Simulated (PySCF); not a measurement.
## What the settings do

Molecule: SMILES Nc1cc2ccncc2o1, C₇H₆N₂O; geometry GFN2-xTB.

Molfile (atoms numbered from 1):
```
C7H6N2O
     RDKit          3D

 16 17  0  0  0  0  0  0  0  0999 V2000
    3.1330    0.3989    0.1354 N   0  0  0  0  0  0  0  0  0  0  0  0
    1.7871    0.1820    0.0307 C   0  0  0  0  0  0  0  0  0  0  0  0
    1.0857   -0.9543   -0.2552 C   0  0  0  0  0  0  0  0  0  0  0  0
   -0.2872   -0.6020   -0.1308 C   0  0  0  0  0  0  0  0  0  0  0  0
   -1.5141   -1.2481   -0.2735 C   0  0  0  0  0  0  0  0  0  0  0  0
   -2.6444   -0.4882   -0.0449 C   0  0  0  0  0  0  0  0  0  0  0  0
   -2.6429    0.7988    0.2923 N   0  0  0  0  0  0  0  0  0  0  0  0
   -1.4918    1.4319    0.4311 C   0  0  0  0  0  0  0  0  0  0  0  0
   -0.2999    0.7643    0.2298 C   0  0  0  0  0  0  0  0  0  0  0  0
    0.9787    1.2329    0.3204 O   0  0  0  0  0  0  0  0  0  0  0  0
    3.7261   -0.2241   -0.3863 H   0  0  0  0  0  0  0  0  0  0  0  0
    3.4119    1.3672    0.1315 H   0  0  0  0  0  0  0  0  0  0  0  0
    1.4914   -1.9102   -0.5127 H   0  0  0  0  0  0  0  0  0  0  0  0
   -1.5760   -2.2892   -0.5483 H   0  0  0  0  0  0  0  0  0  0  0  0
   -3.6289   -0.9277   -0.1347 H   0  0  0  0  0  0  0  0  0  0  0  0
   -1.5362    2.4769    0.7038 H   0  0  0  0  0  0  0  0  0  0  0  0
  1  2  1  0
  2  3  2  0
  3  4  1  0
  4  5  2  0
  5  6  1  0
  6  7  2  0
  7  8  1  0
  8  9  2  0
  9 10  1  0
 10  2  1  0
  9  4  1  0
  1 11  1  0
  1 12  1  0
  3 13  1  0
  5 14  1  0
  6 15  1  0
  8 16  1  0
M  END
```

All runs: PySCF, non-relativistic, gas phase unless a solvent (IEF-PCM) is named; grid level 2, GIAOs and SCF threshold 1e-9 unless changed. The yardstick, PBE0/pcSseg-1, gives these isotropic shieldings σ (ppm, equivalent atoms averaged): C8 51.6, C5 70.2, C3 103.7, H16 22.95, H14 24.31, H13 26.03, H11/H12 27.77.

Q: What do these inputs give? (1) PBE/STO-3G; level_shift 0.1; aux def2-qzvpp-jkfit; (2) PBE/STO-3G; level_shift 0.1; aux def2-qzvpp-jkfit; (3) PBE0/ANO-RCC-VDZP; aux def2-qzvpp-jkfit; (4) PBE0/ANO-RCC-VDZP; aux def2-qzvpp-jkfit; (5) B97-D/pcSseg-1; damp 0.9; max_cycle 68; scale 0.97; altered: scale 0.97; (6) PBE/6-31G-J

A: 
```tsv
run	outcome	functions	wall time	C8	C5	C3	H16	H14	H13	H11/H12
1	converged	56	7.8 s	131.2	134.6	155.3	24.84	26.10	28.02	29.34
2	converged	56	9.2 s	131.2	134.6	155.3	24.84	26.10	28.02	29.34
3	converged	170	37 s	59.2	78.8	112.3	22.92	24.30	26.07	27.59
4	converged	170	42 s	59.2	78.8	112.3	22.92	24.30	26.07	27.59
5	converged	200	43 s	62.2	80.0	111.8	24.10	25.63	27.46	29.11
6	converged	144	32 s	59.4	75.4	107.7	24.35	25.64	27.52	29.55
```

Times are on shared hosts with different chips, so compare them loosely.

Q: Comment on the technical settings and failures.

A: 
- Run 1: The functional and orbital basis differ from the yardstick's, which in itself moves the values. The level shift changes the path of the SCF (11 cycles), not the solution, provided the same state is reached. With 56 functions the basis is far too small for magnetic properties. The other auxiliary basis adds little: it changes only the density-fitting error.
- Run 2: The functional and orbital basis differ from the yardstick's, which in itself moves the values. The level shift changes the path of the SCF (11 cycles), not the solution, provided the same state is reached. With 56 functions the basis is far too small for magnetic properties. The other auxiliary basis adds little: it changes only the density-fitting error.
- Run 3: The orbital basis differs from the yardstick's, which in itself moves the values. The other auxiliary basis adds little: it changes only the density-fitting error.
- Run 4: The orbital basis differs from the yardstick's, which in itself moves the values. The other auxiliary basis adds little: it changes only the density-fitting error.
- Run 5: The functional differs from the yardstick's, which in itself moves the values. All coordinates were scaled by 0.97, as happens with a wrong length unit or a careless edit. The damping, cycle limit change the path of the SCF (16 cycles), not the solution, provided the same state is reached.

Runs 1, 2, 5 were set up unsoundly or failed; their numbers aren't to be quoted as properties of the molecule.
